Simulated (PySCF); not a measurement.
rhenium atom (Re), sextet (core potentials on Re). Base run: R2SCAN/def2-SVP (PySCF).

The PySCF input:
```python
from pyscf import gto, scf, dft

mol = gto.Mole()
mol.atom = '''
    Re    0.000000    0.000000    0.000000
'''
mol.basis = 'def2-svp'
mol.ecp = {'Re': 'def2-svp'}
mol.charge = 0
mol.spin = 5
mol.verbose = 4
mol.build()

mf = dft.UKS(mol)
mf.xc = 'r2scan'
mf.kernel()
mf.analyze()
```

Variants of this job, named by their change:

```
change                                  E (Eh)  HOMO (eV)  <S^2>  core-seconds (rough)
-----------------------------------  ---------  ---------  -----  --------------------
base                                 -78.21055      -4.80  8.791                     2
functional = mn12l                   -77.58889      -4.72  8.772                     1
functional = b3lyp; dispersion = d4  -78.19954      -5.48  8.761                     1
functional = lc_wpbe                 -78.12528      -5.92  8.753                     3
functional = camb3lyp                -78.05711      -4.81  8.752                     3
functional = pbe0                    -78.16189      -5.32  8.766                     1
functional = blyp                    -78.15345      -4.86  8.759                     1
functional = m06l                    -78.21549      -4.66  8.771                     1
functional = bhandhlyp               -77.99100      -4.49  8.753                     2
functional = o3lyp                   -78.26885      -4.85  8.772                     1
functional = m062x                   -78.07428      -5.94  8.783                     2
functional = wb97x_v                 -78.05472      -5.75  8.752                    30
functional = b3lyp                   -78.19954      -5.48  8.761                     1
```

Total energies compare only within one method and basis.

Open shells are given as the SCF converged; they aren't shown to be the lowest states, and a large step between rows can be another state.
